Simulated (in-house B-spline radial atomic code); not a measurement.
As. Computed with a B-spline radial atomic code. Model: non-relativistic spherical atom: semilocal Troullier-Martins pseudo-atom, one channel per l, against all electrons, high spin, G0W0 and RPA with empty states to l = 8, local potential for every l without a channel, a model core (radius 0 = none) keeps its share of the functional.

What the tables leave out is listed at the end.

The pseudopotential gives back the lowest level of each angular momentum of its own functional in the configuration it was made in; a second state of the same l is only approximately right. Exact exchange, RPA and GW see the smooth pseudo-orbitals and miss the exchange with the core, for which the functional's share stands in. The column with an uncorrelated core keeps all orbitals and exact exchange, and so separates missing core correlation from pseudisation. Only the three outermost levels and the lowest empty one were computed. RPA here is direct RPA, with no exchange kernel, and its energies carry an (l + 1/2)⁻⁴ tail. A hybrid on a potential with a model core restores only its own semilocal share of the core's exchange.

Command:
```bash
python run_psgw.py task.json out
```
Settings (lengths in bohr, energies in hartree):
```
Z                      33
electrons              33
configuration          [Ar] 3d10 4s2 4p3
generated_in           [Ar] 3d10 4s2 4p3
functional             pbe,pbe
core_shells            4
radius_factor          1
core_correction        False
```

Run time, properties included: 44 s on 1 thread of Arm Neoverse N1, on a shared host.

Given: made with PBE; model core radius 0 bohr; local radius 0.691 bohr; mean-field start PBE.

Valence shells of the generating configuration: 3p, 3d, 4s, 4p.

Channel: s 1.661, p 0.52, d 1.441 (radii in bohr).

Computed: largest level miss in the spin-unpolarised generating configuration 0.033 eV; valence RPA correlation energy all-electron orbitals -1.4116 hartree; valence RPA correlation energy pseudo -1.4593 hartree; pseudo-atom RPA polarisability 27.385 bohr³.

```json
{"level": "4p up", "occupied": "1", "mean-field all-electron (eV)": "-5.9554", "mean-field pseudo minus all (eV)": "-0.036", "G0W0 all-electron (eV)": "-9.6681", "G0W0 uncorrelated core minus all (eV)": "0.001", "G0W0 pseudo minus all (eV)": "0.036", "exchange self-energy all-electron (eV)": "-16.345", "exchange self-energy pseudo (eV)": "-15.649"}
{"level": "4p down (empty)", "occupied": "0", "mean-field all-electron (eV)": "-3.6564", "mean-field pseudo minus all (eV)": "-0.028", "G0W0 all-electron (eV)": "-1.1089", "G0W0 uncorrelated core minus all (eV)": "0.001", "G0W0 pseudo minus all (eV)": "0.102", "exchange self-energy all-electron (eV)": "-4.3055", "exchange self-energy pseudo (eV)": "-3.5976"}
```

(1) What is the all-electron RPA polarisability, core included?

Given: mean-field start PBE0.

Computed: valence RPA correlation energy all-electron orbitals -1.355 hartree; valence RPA correlation energy pseudo -1.4115 hartree; pseudo-atom RPA polarisability 23.296 bohr³.

| level | occupied | mean-field all-electron (eV) | mean-field pseudo minus all (eV) | G0W0 all-electron (eV) | G0W0 uncorrelated core minus all (eV) | G0W0 pseudo minus all (eV) | exchange self-energy all-electron (eV) | exchange self-energy pseudo (eV) |
| --- | --- | --- | --- | --- | --- | --- | --- | --- |
| 4p up | 1 | -7.1338 | 0.038 | -9.9925 | 0.001 | 0.093 | -16.38 | -15.64 |
| 4s down | 1 | -13.452 | -0.428 | -16.339 | -0.068 | -1.198 | -16.195 | -16.758 |
| 4p down (empty) | 0 | -2.6294 | 0.045 | -0.81084 | 0.001 | 0.115 | -3.9153 | -3.2783 |

(2) What is the all-electron RPA polarisability, core included?

Given: mean-field start Hartree-Fock.

Computed: valence RPA correlation energy pseudo -1.2919 hartree; all-electron RPA polarisability, core included 17.134 bohr³; pseudo-atom RPA polarisability 17.734 bohr³.

| level | occupied | mean-field all-electron (eV) | mean-field pseudo minus all (eV) | G0W0 all-electron (eV) | G0W0 uncorrelated core minus all (eV) | G0W0 pseudo minus all (eV) | exchange self-energy all-electron (eV) | exchange self-energy pseudo (eV) |
| --- | --- | --- | --- | --- | --- | --- | --- | --- |
| 4p up | 1 | -10.073 | 0.356 | -10.402 | 0.001 | 0.271 | -16.182 | -15.295 |
| 4s down | 1 | -15.13 | -2.24 | -16.507 | -0.059 | -1.595 | -15.539 | -18.255 |

(3) What is the valence RPA correlation energy all-electron orbitals?

## Answers

(1) 27.777 bohr³.

(2) 23.291 bohr³.

(3) -1.2179 hartree.

Among the listed levels the largest G0W0 shift of the pseudo-atom is -1.59 eV, for 4s down on the Hartree-Fock start, while leaving the core uncorrelated moves that level by -0.06 eV. So pseudisation and the lost core exchange, not the missing core correlation, make the error. Not in the tables (levels of low weight, unsolved or above zero; the highest and the empty levels are kept at any weight): on PBE the G0W0 levels 4s down (pseudo minus all -0.90 eV, weights 0.66 and 0.74), 4s up (pseudo minus all -1.37 eV, weights 0.07 and 0.06); on PBE0 the G0W0 levels 4s up (pseudo minus all -1.31 eV, weights 0.01 and 0.34); on Hartree-Fock the G0W0 levels 4s up (pseudo minus all -1.10 eV, weights 0.61 and 0.81).
